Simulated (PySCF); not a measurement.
PySCF job for Zn(Et)(SH) (C₂H₆SZn), SMILES C[CH2][Zn][SH], C-PCM-M06-2X/def2-SVP. Geometry: PBE-D3(BJ)/def2-SVP. The isomer is the one that the SMILES or the coordinates give; other isomers of the formula were not compared. Other conformers were not sampled.

```python
import numpy as np
from pyscf import gto, scf, dft
from pyscf.solvent import pcm

mol = gto.M(
    atom='''
    Zn    0.06171336   -0.00512515    0.18325006
    C     0.77089770   -1.66288874   -0.56635116
    C     0.51722864   -1.85939587   -2.06656524
    H     0.33226657   -2.50134161    0.01835494
    H     1.86082353   -1.68395123   -0.34622985
    H     0.97284408   -1.05341710   -2.67854163
    H    -0.56520863   -1.87477392   -2.31105369
    H     0.94236255   -2.81901324   -2.43476773
    S    -0.71915584    1.87630055    1.01640556
    H    -1.61675379    1.19915058    1.78974577
    ''',
    basis='def2-SVP',
    charge=0,
    spin=0,
    max_memory=1600,
    verbose=3,
)
mf = dft.RKS(mol, xc='m06-2x').density_fit(auxbasis='def2-universal-jkfit')
mf.grids.level = 4
mf.conv_tol = 1e-9
mf.max_cycle = 100
mf.kernel()
res = {}
for name, eps in {'water': 78.355, 'n-hexane': 1.8819, 'chlorobenzene': 5.6968}.items():
    s = mf.PCM()
    s.with_solvent.method, s.with_solvent.eps, s.with_solvent.lebedev_order = 'C-PCM', eps, 29
    s.kernel(mf.make_rdm1())
    res[name] = (s.e_tot, eps, s.dip_moment(), s.mo_energy, s.converged)
    print(f'{name}: electrostatic solvation free energy {(s.e_tot - mf.e_tot) * 627.509474:.3f} kcal/mol')
```

It prints:

```
converged SCF energy = -2256.91573108082

WARN: PCM is an experimental feature. It is still in testing.
Features and APIs may be changed in the future.

converged SCF energy = -2256.93732284448
Dipole moment(X, Y, Z, Debye):  0.15137, -2.61873, -0.16447
water: electrostatic solvation free energy -13.549 kcal/mol

WARN: PCM is an experimental feature. It is still in testing.
Features and APIs may be changed in the future.

converged SCF energy = -2256.92478573778
Dipole moment(X, Y, Z, Debye):  0.16578, -2.30267, -0.19566
n-hexane: electrostatic solvation free energy -5.682 kcal/mol

WARN: PCM is an experimental feature. It is still in testing.
Features and APIs may be changed in the future.

converged SCF energy = -2256.93303417679
Dipole moment(X, Y, Z, Debye):  0.16020, -2.51541, -0.17858
chlorobenzene: electrostatic solvation free energy -10.858 kcal/mol
```

The run converged.
